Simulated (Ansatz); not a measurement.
Cost and result for the atomization energy of `FC1=CC(F)(F)C1F` (10 atoms, 10 bonds).

Cartesian coordinates in Å:
```
F 2.129 -0.782 0.819
C 1.032 -0.285 0.312
C 0.787 0.684 -0.568
C -0.686 0.445 -0.453
F -1.421 1.494 -0.021
F -1.301 -0.037 -1.547
C -0.387 -0.636 0.629
F -0.781 -1.902 0.321
H 1.377 1.400 -1.121
H -0.747 -0.382 1.630
```

The species carries charge 0 and has multiplicity 1. All single points use the PBE0-D4/def2-TZVP geometry. Program: Ansatz. All runs use 8 threads of an Arm Neoverse V1 on a shared host. Times are those of one run each, without the atoms' runs, and a repeat can differ threefold. Electronic energies, without spin–orbit coupling; frozen cores. CCSD(T)/CBS adds CCSD(T) − MP2 in def2-TZVPP to the MP2 limit, and its time is that of the two runs behind it. T1 = 0.012. B3LYP takes the VWN-RPA correlation (the form of Gaussian; ORCA's B3LYP/G).

CCSD(T)/CBS is a level of theory with its own doubt, some kJ/mol a heavy atom from the limit and from the frozen cores, so smaller differences don't rank the functionals.

```json
{"level": "LDA (SPW92)/def2-TZVPP", "functions": "276", "wall time": "1 s", "atomization (kcal/mol)": "1270.9", "difference from CCSD(T)/CBS": "228.0", "per bond": "22.8"}
{"level": "PBE-D4/def2-TZVPP (with forces)", "functions": "276", "wall time": "1.9 s", "atomization (kcal/mol)": "1103.5", "difference from CCSD(T)/CBS": "60.6", "per bond": "6.1"}
{"level": "BHLYP-D4/def2-TZVPP", "functions": "276", "wall time": "2.5 s", "atomization (kcal/mol)": "985.8", "difference from CCSD(T)/CBS": "-57.1", "per bond": "-5.7"}
{"level": "CAM-B3LYP-D4/def2-TZVPP", "functions": "276", "wall time": "2.7 s", "atomization (kcal/mol)": "1051.9", "difference from CCSD(T)/CBS": "9.0", "per bond": "0.9"}
{"level": "B3LYP-D4/def2-TZVPP (with forces)", "functions": "276", "wall time": "3.5 s", "atomization (kcal/mol)": "1040.0", "difference from CCSD(T)/CBS": "-2.9", "per bond": "-0.3"}
{"level": "r2SCAN-D4/def2-TZVPP (with forces)", "functions": "276", "wall time": "3.9 s", "atomization (kcal/mol)": "1055.3", "difference from CCSD(T)/CBS": "12.4", "per bond": "1.2"}
{"level": "B2PLYP/def2-TZVPP", "functions": "276", "wall time": "4.7 s", "atomization (kcal/mol)": "1033.4", "difference from CCSD(T)/CBS": "-9.5", "per bond": "-0.9"}
{"level": "PBE-QIDH/def2-TZVPP", "functions": "276", "wall time": "4.8 s", "atomization (kcal/mol)": "1046.3", "difference from CCSD(T)/CBS": "3.4", "per bond": "0.3"}
{"level": "B97M-V/def2-TZVPP", "functions": "276", "wall time": "7.5 s", "atomization (kcal/mol)": "1048.3", "difference from CCSD(T)/CBS": "5.4", "per bond": "0.5"}
{"level": "CCSD(T)/def2-SVP", "functions": "122", "wall time": "12 s", "atomization (kcal/mol)": "994.9", "difference from CCSD(T)/CBS": "-48.0", "per bond": "-4.8"}
{"level": "MP2/def2-QZVPP", "functions": "516", "wall time": "20 s", "atomization (kcal/mol)": "1077.7", "difference from CCSD(T)/CBS": "34.8", "per bond": "3.5"}
{"level": "CCSD(T)/def2-TZVPP", "functions": "276", "wall time": "5.9 min", "atomization (kcal/mol)": "1013.1", "difference from CCSD(T)/CBS": "-29.8", "per bond": "-3.0"}
{"level": "CCSD(T)/CBS(def2)", "functions": "–", "wall time": "6.2 min", "atomization (kcal/mol)": "1042.9", "difference from CCSD(T)/CBS": "0.0", "per bond": "0.0"}
```

The D4 term adds +7.9 kcal/mol with B3LYP and +4.1 kcal/mol with PBE0; it sums over pairs of atoms, weighted by their polarisabilities, and B3LYP, whose exchange is more repulsive, gets the larger term. From PBE to PBE0 (25 % exact exchange), in def2-TZVPP and without D4, the atomization energy moves by −39.9 kcal/mol: exact exchange takes away binding that semilocal exchange gives to molecules. At CCSD(T), def2-SVP lies −48.0 kcal/mol from the extrapolated value and def2-TZVPP −29.7 kcal/mol: correlation converges slowly with the basis, and small sets miss more of it in the bonded molecule than in its fragments.
